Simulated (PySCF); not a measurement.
C5H12O3Si2, SMILES [SiH3]C#C[Si](OC)(OC)OC, GFN2-xTB optimised geometry. Atoms within 1.6 Å of the plane z = 0.0 Å (x, y, z in Å): Si1 (-3.30, 0.35, 0.00), C2 (-1.45, 0.35, 0.00), C3 (-0.24, 0.36, 0.02), Si4 (1.61, 0.32, -0.04), O5 (2.26, -1.16, -0.12), C6 (2.03, -2.19, 0.80), O7 (1.94, 1.16, 1.33), O9 (2.26, 0.94, -1.39), H11 (-3.77, 1.74, 0.00), H12 (-3.77, -0.35, 1.20), H13 (-3.76, -0.35, -1.21), H14 (1.03, -2.59, 0.67), H15 (2.76, -2.98, 0.61), H17 (3.77, 2.10, 1.18), H22 (2.14, 2.98, -1.10).

Computed with PBE0/def2-SVP (PySCF). Cells within 0.4 Å of a nucleus heavier than hydrogen are left out (blank, or x).

Map of the log10 of the electron density (e/bohr³), floored at −4 on the plane z = 0.0 Å:

```
|00000000000000000000000000000|
|00000000000000000000000000000|
|00000000000000000000000000000|
|00000000000000000000000000000|
|00000000000000000000000000000|
|00000000000000000122210000000|
|00001110000000001233321000000|
|00023332100000001234322210000|
|00234554321111112334333321000|
|01246775433333333444333331000|
|01357986545555544555543321000|
|01357887666777766666643321000|
|01356788788888887787653210000|
|013568xx88xx9xx88xx8653200000|
|013567x9788x998879x8654200000|
|01346776677777776788865300000|
|0124566555566655579x985300000|
|0012344433444444579xx85300000|
|00012332222222335689875300000|
|00001111000011346677764200000|
|00000000000001356677764310000|
|00000000000001345666765310000|
|00000000000000234445554200000|
|00000000000000012233443100000|
|00000000000000000111221000000|
|00000000000000000000000000000|
|00000000000000000000000000000|
|00000000000000000000000000000|
|00000000000000000000000000000|
```
Scale: ten equal steps from -4.00 (start of '0') to -0.233 (end of '9'), in the order '0123456789'; x runs from -6.00 to 6.00, y from -6.00 (bottom) to 6.00 (top).
